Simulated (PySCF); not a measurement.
**Computed vibrations of [Lu(P5)2]+**

[Lu(P5)2]+ (singlet in the valence; each metal's 4f electrons, 14 of them, lie in its core potential, out of spins and levels). PySCF 2.14.0, RKS BP86, Lu lcecp-1-SVP with ECP60, P def2-SVP; non-relativistic Hamiltonian with scalar-relativistic core potentials where named; density fitting; no spin-orbit coupling. Central differences of gradients.

```xyz
11

Lu    0.0000    0.0000    0.0000
P     0.0000    1.8415    2.3411
P    -1.7514    0.5691    2.3411
P    -1.0824   -1.4898    2.3411
P     1.0824   -1.4898    2.3411
P     1.7514    0.5691    2.3411
P     0.0000   -1.8415   -2.3411
P    -1.7514   -0.5691   -2.3411
P    -1.0824    1.4898   -2.3411
P     1.0824    1.4898   -2.3411
P     1.7514   -0.5691   -2.3411
```

Run from Python with OMP_NUM_THREADS=4. Where DIIS fails, smearing, a level shift and second-order steps follow.
It took 15 min on 4 threads of Arm Neoverse V1 (shared host).

Problem. What are the harmonic wavenumbers and infrared intensities?

Solution. Negative numbers are unstable modes, those under 60 cm⁻¹ near the noise; a finer grid moves soft modes by up to 10 cm⁻¹.
| cm⁻¹ | km/mol | symmetry |
| --- | --- | --- |
| -42 | – |  |
| -36 | – |  |
| -16 | – |  |
| 89 | 0.0 |  |
| 94 | 0.0 |  |
| 96 | 0.3 |  |
| 101 | 0.4 |  |
| 123 | 0.0 |  |
| 187 | 62.6 |  |
| 206 | 0.0 |  |
| 207 | 0.0 |  |
| 210 | 0.0 |  |
| 211 | 0.0 |  |
| 295 | 0.0 |  |
| 296 | 0.0 |  |
| 299 | 0.0 |  |
| 301 | 0.0 |  |
| 421 | 0.2 |  |
| 422 | 0.0 |  |
| 433 | 0.0 |  |
| 434 | 0.0 |  |
| 436 | 0.0 |  |
| 436 | 0.0 |  |
| 451 | 0.0 |  |
| 452 | 5.3 |  |
| 452 | 0.0 |  |
| 454 | 5.4 |  |

Problem. Is this a minimum?

Solution. Probably not: 2 unstable, though so soft as to be near the noise (and 1 more above −25 cm⁻¹, within the noise); the lowest moves the atoms so:
```
Lu   0.34  0.00  0.00
P   -0.19  0.00  0.00
P   -0.19  0.00 -0.30
P   -0.19  0.00 -0.19
P   -0.19  0.00  0.19
P   -0.19  0.00  0.30
P   -0.19  0.00  0.00
P   -0.19  0.00  0.30
P   -0.19  0.00  0.19
P   -0.19  0.00 -0.19
P   -0.19  0.00 -0.30
```

An lcecp potential fixes the number of 4f electrons, so in runs with it no electron can move into or out of that shell.
